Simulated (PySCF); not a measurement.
Two-component Hartree-Fock for Bi (bismuth, neutral)

Start: [Xe] 4f14 5d10 6s2 6p3; 6p1/2 filled at m_j = -1/2, +1/2; 6p3/2 filled at m_j = +3/2. Calculated with PySCF 2.14 in x2c-QZVPPall-2c (16s16p12d7f1g, 182 functions): generalised Hartree-Fock with the X2C-1e Hamiltonian and a Gaussian nucleus; one run each with spin-orbit coupling (SO) switched off, then screened by Boettger's factors.

```json
{"spinor shell": "1s1/2", "electrons": "2", "ε, spin-free (eV)": "-91052.3", "ε, screened SO (eV)": "-91010.4", "weight of nominal j (screened SO)": "1.000", "rms radius, screened SO (bohr)": "0.0178"}
{"spinor shell": "2s1/2", "electrons": "2", "ε, spin-free (eV)": "-16521.2", "ε, screened SO (eV)": "-16507.6", "weight of nominal j (screened SO)": "1.000", "rms radius, screened SO (bohr)": "0.0718"}
{"spinor shell": "2p1/2", "electrons": "2", "ε, spin-free (eV)": "-14154.4", "ε, screened SO (eV)": "-15836.9", "weight of nominal j (screened SO)": "1.000", "rms radius, screened SO (bohr)": "0.0606"}
{"spinor shell": "2p3/2", "electrons": "4", "ε, spin-free (eV)": "-14154.4", "ε, screened SO (eV)": "-13511.6", "weight of nominal j (screened SO)": "1.000", "rms radius, screened SO (bohr)": "0.0691"}
{"spinor shell": "3s1/2", "electrons": "2", "ε, spin-free (eV)": "-4062.2", "ε, screened SO (eV)": "-4057.6", "weight of nominal j (screened SO)": "1.000", "rms radius, screened SO (bohr)": "0.183"}
{"spinor shell": "3p1/2", "electrons": "2", "ε, spin-free (eV)": "-3375.8", "ε, screened SO (eV)": "-3755.4", "weight of nominal j (screened SO)": "1.000", "rms radius, screened SO (bohr)": "0.175"}
{"spinor shell": "3p3/2", "electrons": "4", "ε, spin-free (eV)": "-3375.8", "ε, screened SO (eV)": "-3227.3", "weight of nominal j (screened SO)": "1.000", "rms radius, screened SO (bohr)": "0.192"}
{"spinor shell": "3d3/2", "electrons": "4", "ε, spin-free (eV)": "-2672.4", "ε, screened SO (eV)": "-2737.4", "weight of nominal j (screened SO)": "1.000", "rms radius, screened SO (bohr)": "0.168"}
{"spinor shell": "3d5/2", "electrons": "6", "ε, spin-free (eV)": "-2672.4", "ε, screened SO (eV)": "-2625.5", "weight of nominal j (screened SO)": "1.000", "rms radius, screened SO (bohr)": "0.172"}
{"spinor shell": "4s1/2", "electrons": "2", "ε, spin-free (eV)": "-972.42", "ε, screened SO (eV)": "-970.70", "weight of nominal j (screened SO)": "1.000", "rms radius, screened SO (bohr)": "0.400"}
{"spinor shell": "4p1/2", "electrons": "2", "ε, spin-free (eV)": "-743.69", "ε, screened SO (eV)": "-838.10", "weight of nominal j (screened SO)": "1.000", "rms radius, screened SO (bohr)": "0.403"}
{"spinor shell": "4d3/2", "electrons": "4", "ε, spin-free (eV)": "-475.83", "ε, screened SO (eV)": "-490.11", "weight of nominal j (screened SO)": "1.000", "rms radius, screened SO (bohr)": "0.446"}
{"spinor shell": "4d5/2", "electrons": "6", "ε, spin-free (eV)": "-475.83", "ε, screened SO (eV)": "-464.77", "weight of nominal j (screened SO)": "1.000", "rms radius, screened SO (bohr)": "0.457"}
{"spinor shell": "4f5/2", "electrons": "6", "ε, spin-free (eV)": "-179.61", "ε, screened SO (eV)": "-181.93", "weight of nominal j (screened SO)": "1.000", "rms radius, screened SO (bohr)": "0.477"}
{"spinor shell": "5s1/2", "electrons": "2", "ε, spin-free (eV)": "-181.79", "ε, screened SO (eV)": "-181.08", "weight of nominal j (screened SO)": "1.000", "rms radius, screened SO (bohr)": "0.890"}
{"spinor shell": "4f7/2", "electrons": "8", "ε, spin-free (eV)": "-179.61", "ε, screened SO (eV)": "-176.17", "weight of nominal j (screened SO)": "1.000", "rms radius, screened SO (bohr)": "0.482"}
{"spinor shell": "5p1/2", "electrons": "2", "ε, spin-free (eV)": "-115.01", "ε, screened SO (eV)": "-132.98", "weight of nominal j (screened SO)": "1.000", "rms radius, screened SO (bohr)": "0.951"}
{"spinor shell": "5p3/2", "electrons": "4", "ε, spin-free (eV)": "-115.01", "ε, screened SO (eV)": "-107.37", "weight of nominal j (screened SO)": "1.000", "rms radius, screened SO (bohr)": "1.04"}
{"spinor shell": "5d3/2", "electrons": "4", "ε, spin-free (eV)": "-35.731", "ε, screened SO (eV)": "-37.286", "weight of nominal j (screened SO)": "0.998", "rms radius, screened SO (bohr)": "1.30"}
{"spinor shell": "5d5/2", "electrons": "6", "ε, spin-free (eV)": "-35.731", "ε, screened SO (eV)": "-33.864", "weight of nominal j (screened SO)": "0.999", "rms radius, screened SO (bohr)": "1.34"}
{"spinor shell": "6s1/2", "electrons": "2", "ε, spin-free (eV)": "-18.493", "ε, screened SO (eV)": "-18.277", "weight of nominal j (screened SO)": "1.000", "rms radius, screened SO (bohr)": "2.40"}
{"spinor shell": "6p1/2", "electrons": "2", "ε, spin-free (eV)": "-8.667", "ε, screened SO (eV)": "-9.242", "weight of nominal j (screened SO)": "0.815", "rms radius, screened SO (bohr)": "3.05"}
{"spinor shell": "6p3/2", "electrons": "1", "ε, spin-free (eV)": "-8.667", "ε, screened SO (eV)": "-7.572", "weight of nominal j (screened SO)": "1.000", "rms radius, screened SO (bohr)": "3.40"}
```

(1) Where does 4p3/2 lie, and what is the 4p spin-orbit splitting (screened SO)?

| quantity | spin-free | screened SO |
| --- | --- | --- |
| E (hartree) | -21514.07324 | -21555.48250 |
| M_J | 3/2 | 3/2 |
| ⟨J²⟩ | 3.757 | 3.780 |
| ⟨L²⟩ | 0.000 | 0.813 |
| ⟨S²⟩ | 3.757 | 3.252 |

Each row is a mean over spinors that exchange with the open shell spreads, by up to 4.555 eV (6s1/2).

Rows whose weight is well below 1 are mixtures of j = l ± 1/2: exchange outweighs spin-orbit coupling there, and the label is only the starting occupation.

Breit and QED terms are absent; they matter most for the inner s and p1/2 levels.

Densities and radii are taken from the X2C orbitals without a picture-change correction, which distorts them close to the nucleus.

Without spin-orbit coupling the j labels of p, d and f shells carry no meaning; the spin-free column gives the mean over the occupied spinors of each nl shell.

## Answers

(1) At -706.05 eV, 132.04 eV above 4p1/2.
